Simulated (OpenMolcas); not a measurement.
**OpenMolcas run: F³⁺**

Input:

```
&GATEWAY
Coord
1

F 0.0 0.0 0.0
Basis=ANO-RCC
Group=XYZ
NoMove
AngMom=0.0 0.0 0.0
AMFI
&SEWARD
&RASSCF
FileOrb=start.orb
Symmetry=1
Spin=3
nActEl=4 0 0
Inactive=1 0
Ras2=1 3
CIRoot=6 6 1
SDav=6
CIMx=300
Iter=120 100
PrWF=0.3
OrbListing=Nothing
MaxOrb=0
Atom
>>> COPY $Project.JobIph JOBPRE
&RASSCF
FileOrb=start.orb
Symmetry=1
Spin=3
nActEl=4 0 0
Inactive=1 0
Ras2=2 6
CIRoot=3 3 1
SDav=186
CIMx=300
Iter=120 100
PrWF=0.3
OrbListing=Nothing
MaxOrb=0
Atom
>>> COPY $Project.JobIph JOB001
&RASSCF
FileOrb=start.orb
Symmetry=1
Spin=1
nActEl=4 0 0
Inactive=1 0
Ras2=2 6
CIRoot=6 6 1
SDav=184
CIMx=300
Iter=120 100
PrWF=0.3
OrbListing=Nothing
MaxOrb=0
Atom
>>> COPY $Project.JobIph JOB002
&RASSCF
FileOrb=start.orb
Symmetry=2
Spin=5
nActEl=4 0 0
Inactive=1 0
Ras2=2 6
CIRoot=1 1 1
SDav=40
CIMx=300
Iter=120 100
PrWF=0.3
OrbListing=Nothing
MaxOrb=0
Atom
>>> COPY $Project.JobIph JOB003
&RASSCF
FileOrb=start.orb
Symmetry=2
Spin=3
nActEl=4 0 0
Inactive=1 0
Ras2=2 6
CIRoot=9 9 1
SDav=192
CIMx=300
Iter=120 100
PrWF=0.3
OrbListing=Nothing
MaxOrb=0
Atom
>>> COPY $Project.JobIph JOB004
&RASSCF
FileOrb=start.orb
Symmetry=2
Spin=1
nActEl=4 0 0
Inactive=1 0
Ras2=2 6
CIRoot=8 8 1
SDav=152
CIMx=300
Iter=120 100
PrWF=0.3
OrbListing=Nothing
MaxOrb=0
Atom
>>> COPY $Project.JobIph JOB005
&RASSI
NrOfJobIphs=5 3 6 1 9 8
1 2 3
1 2 3 4 5 6
1
1 2 3 4 5 6 7 8 9
1 2 3 4 5 6 7 8
IphNames
JOB001
JOB002
JOB003
JOB004
JOB005
EJob
SpinOrbit
DIPRint=1.0
SOCoupling=1000.0
Subsets=2
MEES
Property=10
'ANGMOM' 1 'ANGMOM' 2 'ANGMOM' 3 'MLTPL  1' 1 'MLTPL  1' 2 'MLTPL  1' 3
'AMFI' 1 'AMFI' 2 'AMFI' 3 'MLTPL  2' 6
SOProperty=3
'ANGMOM' 1 'ANGMOM' 2 'ANGMOM' 3
```

A driver script runs the steps one by one and writes start.orb anew before each from the orbitals found so far.

Output, cut to the results:

```
--- SEWARD ---
Basis set label: F.ANO-RCC.........

      Electronic valence basis set:
      ------------------
      Associated Effective Charge   9.000000 au
      Associated Actual Charge      9.000000 au
      Nuclear Model: Point charge

      Shell  nPrim  nBasis  Cartesian Spherical Contaminant
         s      14       8        X
         p       9       7        X
         d       4       4                 X
         f       3       3                 X
         g       2       2                 X
                  Relativistic Douglas-Kroll-Hess integrals:
                    - DKH order of Hamiltonian: 2
                    - DKH order of Properties : 0
                  Atomic mean-field integrals
--- RASSCF ---
Wave function specifications:
      -----------------------------

      Number of closed shell electrons           2
      Number of electrons in active shells       4
      Max number of holes in RAS1 space          0
      Max nr of electrons in RAS3 space          0
      Number of inactive orbitals                1
      Number of active orbitals                  8
      Number of secondary orbitals              79
      Spin quantum number                      1.0
      State symmetry                             1
Orbital specifications:
      -----------------------

      Symmetry species                           1   2
                                                ag  au
      Frozen orbitals                            0   0
      Inactive orbitals                          1   0
      Active orbitals                            2   6
      RAS1 orbitals                              0   0
      RAS2 orbitals                              2   6
      RAS3 orbitals                              0   0
      Secondary orbitals                        43  36
      Deleted orbitals                           0   0
      Number of basis functions                 46  42
      Number of CSFs                           186
      Number of root(s) required                 3
      Iter CI   SX   CI       RASSCF       Energy    max ROT     max BLB   max BLB  Level Ln srch  Step   QN
          iter iter root      energy       change     param      element    value   shift minimum  type update
 Nr of preliminary CI iterations:   1
 ###############################################################################
 ###############################################################################
 ###                                                                         ###
 ###                                                                         ###
 ###    WARNING: Large orbital rotation.                                     ###
 ###                                                                         ###
 ###                                                                         ###
 ###############################################################################
 ###############################################################################
      Molecular orbital   4 of symmetry 2 MO space 2  weight is    0.328194
 ###############################################################################
        ...
        6   1   12    0   -95.45564659   -7.42E-06*  7.55E-03    3   9 2 -1.13E-03*  0.00   1.06    QN   YES
        7   1   10    0   -95.45565121   -4.62E-06* -6.49E-04    2   5 1 -2.36E-04*  0.00   0.91    QN   YES
        8   1    8    0   -95.45565127   -6.31E-08* -3.55E-05    2   5 1 -5.38E-05   0.00   1.02    QN   YES
        9   1    5    0   -95.45565127   -5.66E-10   1.00E-05    2   5 1 -8.66E-06   0.00   1.03    QN   YES
      Convergence after  9 iterations
       10   1    5    0   -95.45565127   -2.79E-11   1.00E-05    2   8 1 -2.34E-06   0.00   1.03    QN   YES
      Natural orbitals and occupation numbers for root  1
      sym 1:   1.963627   0.002568
      sym 2:   0.033650   0.998984   0.998984   0.001075   0.000037   0.001075
      Natural orbitals and occupation numbers for root  2
      sym 1:   1.963627   0.002568
      sym 2:   0.998984   0.998984   0.033650   0.000037   0.001075   0.001075
      Natural orbitals and occupation numbers for root  3
      sym 1:   1.963627   0.002568
      sym 2:   0.998984   0.033650   0.998984   0.001075   0.001075   0.000037
::    RASSCF root number  1 Total energy:    -95.45565127
::    RASSCF root number  2 Total energy:    -95.45565127
::    RASSCF root number  3 Total energy:    -95.45565127
--- RASSCF ---
Wave function specifications:
...
--- RASSI ---
SPIN-FREE ENERGIES:
  (Shifted by EMIN (a.u.) =        -95.4556512705)

 SF State       Relative EMIN(au)   Rel lowest level(eV)    D:o, cm**(-1)      L_eff

     1             0.0000000000        0.0000000000              0.0000         1.0
     2             0.0000000000        0.0000000000              0.0000         1.0
     3             0.0000000000        0.0000000000              0.0000         1.0
     4             0.1251727382        3.4061237265          27472.2406         2.0
     5             0.1251727382        3.4061237265          27472.2406         2.0
     6             0.1251727382        3.4061237265          27472.2406         2.0
     7             0.1251727382        3.4061237265          27472.2406         2.0
     8             0.1251727382        3.4061237265          27472.2406         2.0
     9             0.2237527787        6.0886232836          49108.0586         0.0
    10             0.2888167582        7.8591043610          63387.9515         0.0
    11             0.6858615878       18.6632445764         150529.2191         2.0
    12             0.6858615878       18.6632445764         150529.2191         2.0
    13             0.6858615878       18.6632445764         150529.2191         2.0
    14             0.6858615878       18.6632445764         150529.2191         2.0
    15             0.6858615878       18.6632445764         150529.2191         2.0
    16             0.8008453046       21.7921109070         175765.2280         1.0
    17             0.8008453046       21.7921109070         175765.2280         1.0
    18             0.8008453046       21.7921109070         175765.2280         1.0
    20             1.1063231556       30.1045867000         242809.8667         2.0
    21             1.1063231556       30.1045867000         242809.8667         2.0
    22             1.1063231556       30.1045867000         242809.8667         2.0
...
```

Levels above the lowest, from the spin-orbit matrix, grouped by J:

```
Configuration  Term  J  E (cm-1)  Measured (cm-1)      g  Term weight %
      2s2 2p2    3P  0       0.0              0.0                   100
      2s2 2p2    3P  1       218              225  1.501            100
      2s2 2p2    3P  2       637              613  1.501            100
      2s2 2p2    1D  2     27905            25241  1.000            100
      2s2 2p2    1S  0     49545            53544                   100
       2s 2p3   5S*  2     63816                   2.002            100
       2s 2p3   3D*  1    150946           147902  0.499            100
       2s 2p3   3D*  2    150951           147889  1.167            100
       2s 2p3   3D*  3    150964           147842  1.334            100
       2s 2p3   3P*  0    176180                                    100
       2s 2p3   3P*  1    176189           175242  1.501            100
       2s 2p3   3P*  2    176208           175237  1.501            100
       2s 2p3   1D*  2    243241                   1.000            100
       2s 2p3   3S*  1    249499                   2.002            100
       2s 2p3   1P*  1    268115           257390  1.000            100
```

Against the 10 measured excited levels shown (Moore, Atomic Energy Levels, vol. I, NSRDS-NBS 35 (1971 reprint of NBS Circular 467, 1949)) the mean absolute deviation is 2900 cm-1; the largest miss in energy is 2s 2p3 1P* 1: computed 268115, measured 257390 cm-1 (+4.2 %), and the largest in proportion 2s2 2p2 1D2 (+10.6 %).

Active for correlation alone: 3p 3s; no level in the range computed is led by a configuration that fills them, so any true level of that kind is missing. Computed and measured levels are paired by configuration, term and J; levels that our copy of the source lacks, or whose pairing is in doubt (as where it misses far off the trend of its configuration), stay unpaired and out of the deviations. Levels of configurations outside the active space are missing. The first state left out of the spin-orbit step lies near 360000 cm-1 above the lowest spin-free state of the reference (among the parities and spins computed), and the list stops at four fifths of that energy or lower.

The term weight is that of the spin-free term in the level, not the purity of its configuration. * marks odd parity.
